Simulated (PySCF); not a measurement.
A PySCF script (with the pyscf-properties extension) for the NMR shieldings of SMILES C=C([BH2-][N+]#CC)CC#CC, C₈H₁₂BN, on a GFN2-xTB geometry:

```python
import basis_set_exchange as bse
import numpy as np
from pyscf import gto, dft
from pyscf.prop import nmr

atoms = """
C    -0.591375   -0.854700    1.755453
C     0.012749   -1.073681    0.597698
B    -0.642477   -0.939943   -0.874672
N    -1.908730   -0.215907   -0.760069
C    -2.888114    0.361626   -0.589018
C    -4.114181    1.078418   -0.409298
C     1.462250   -1.507647    0.590905
C     2.311889   -0.417931    0.145797
C     2.984664    0.504907   -0.217542
C     3.810811    1.606423   -0.670780
H    -1.623780   -0.542314    1.818529
H    -0.091980   -0.977041    2.707879
H     0.036687   -0.287877   -1.606570
H    -0.917799   -2.008552   -1.332708
H    -4.142883    1.512435    0.590368
H    -4.188146    1.877341   -1.147584
H    -4.959420    0.400190   -0.529419
H     1.588396   -2.350276   -0.095952
H     1.778680   -1.819978    1.592482
H     3.354917    2.079491   -1.541148
H     3.915704    2.349967    0.120000
H     4.801726    1.244436   -0.946771
"""
names = dict.fromkeys(["C", "B", "N", "H"], "pcSseg-1")
basis = {el: gto.basis.parse(bse.get_basis(n, elements=[el], fmt="nwchem")) for el, n in names.items()}
mol = gto.M(atom=atoms, basis=basis, charge=0, verbose=0)
mf = dft.RKS(mol, xc="PBE0")
mf.grids.level = 2
mf.grids.alignment = dft.numint.BLKSIZE   # the property module wants whole blocks of grid points
mf.conv_tol = 1e-9
mf.kernel()

calc = nmr.RKS(mf)   # GIAO
C = mf.mo_coeff
Co = C[:, mf.mo_occ > 0]
resp = mf.gen_response(singlet=True, hermi=2)
def vind(x):   # induced exchange potential for any number of trial vectors
    d = np.einsum("pi,xij,qj->xpq", C, 2 * x.reshape(-1, C.shape[1], Co.shape[1]), Co, optimize=True)
    return np.einsum("xpq,pi,qj->xij", resp(d - d.transpose(0, 2, 1)), C, Co, optimize=True).ravel()
mo1, _ = nmr.rhf.solve_mo1(calc, with_cphf=vind)
sigma = calc.kernel(mo1)
for i, s in enumerate(sigma):   # ppm
    print("%2d %-2s %9.2f" % (i, mol.atom_pure_symbol(i), np.trace(s) / 3))
```

Question: Give the expected output.

Answer: 
```
 0 C      75.16
 1 C      18.32
 2 B     134.24
 3 N      34.43
 4 C      69.22
 5 C     184.78
 6 C     153.49
 7 C      99.38
 8 C     106.23
 9 C     181.78
10 H      27.07
11 H      26.45
12 H      28.92
13 H      29.33
14 H      29.11
15 H      29.25
16 H      29.22
17 H      28.76
18 H      28.78
19 H      29.79
20 H      29.86
21 H      29.79
```

These numbers come from an equivalent density-fitted implementation of the same equations, which agrees with the script to about 0.01 ppm for H and up to a few tenths of a ppm for heavy atoms, so last digits may differ.

Size and cost of the density-fitted run: 230 basis functions, 82 s wall time on 1 thread of an Arm Neoverse N1, shared host; peak memory 1.1 GiB.
